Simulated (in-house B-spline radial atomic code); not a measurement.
Configurations of the cadmium ion Cd⁴⁺, with energies counted from [Kr] 4d8. All numbers are computed (Dirac-Hartree-Fock, average of configuration; Fermi nucleus of rms radius 4.6087 fm) with a B-spline radial code for spherical atoms, not measured. Energies include first-order Breit, QED and recoil terms.

Occupations are held fixed; configurations that lie above the ionisation limit could autoionise.

```json
{"configuration": "[Kr] 4d7 7f1", "E - E(ref) (eV)": "62.089", "highest orbital": "7f7/2", "its <r> (bohr)": "11.93"}
{"configuration": "[Kr] 4d7 8f1", "E - E(ref) (eV)": "63.949", "highest orbital": "8f7/2", "its <r> (bohr)": "16.2"}
{"configuration": "[Kr] 4d7 8g1", "E - E(ref) (eV)": "64.442", "highest orbital": "8g7/2", "its <r> (bohr)": "17.14"}
{"configuration": "[Ar] 3d10 4s2 4p5 4d8 5f1", "E - E(ref) (eV)": "119.27", "highest orbital": "5f5/2", "its <r> (bohr)": "5.113"}
{"configuration": "[Ar] 3d10 4s2 4p5 4d8 6g1", "E - E(ref) (eV)": "125.3", "highest orbital": "6g7/2", "its <r> (bohr)": "8.757"}
{"configuration": "[Ar] 3d10 4s2 4p5 4d8 7f1", "E - E(ref) (eV)": "127.04", "highest orbital": "7f7/2", "its <r> (bohr)": "11.84"}
{"configuration": "[Ar] 3d10 4s2 4p5 4d8 8f1", "E - E(ref) (eV)": "128.91", "highest orbital": "8f7/2", "its <r> (bohr)": "16.11"}
```

(1) Order these further configurations by energy, lowest first.
A. [Ar] 3d10 4s2 4p5 4d8 7g1
B. [Kr] 4d7 6g1
C. [Ar] 3d10 4s2 4p5 4d8 6s1
D. [Kr] 4d7 8p1
E. [Kr] 4d7 7p1

(2) How far above the reference does [Kr] 4d7 8s1 lie?

(3) How far above the reference does [Kr] 4d7 6p1 lie?

(4) How far above the reference does [Kr] 4d7 5f1 lie?

Answers

(1) E (55.984 eV), D (60.246 eV), B (60.3 eV), C (109.34 eV), A (127.81 eV).

(2) 59.246 eV; its least bound orbital is 8s1/2 with <r> = 9.739 bohr.

(3) 47.962 eV; its least bound orbital is 6p3/2 with <r> = 4.596 bohr.

(4) 54.424 eV; its least bound orbital is 5f5/2 with <r> = 5.181 bohr.
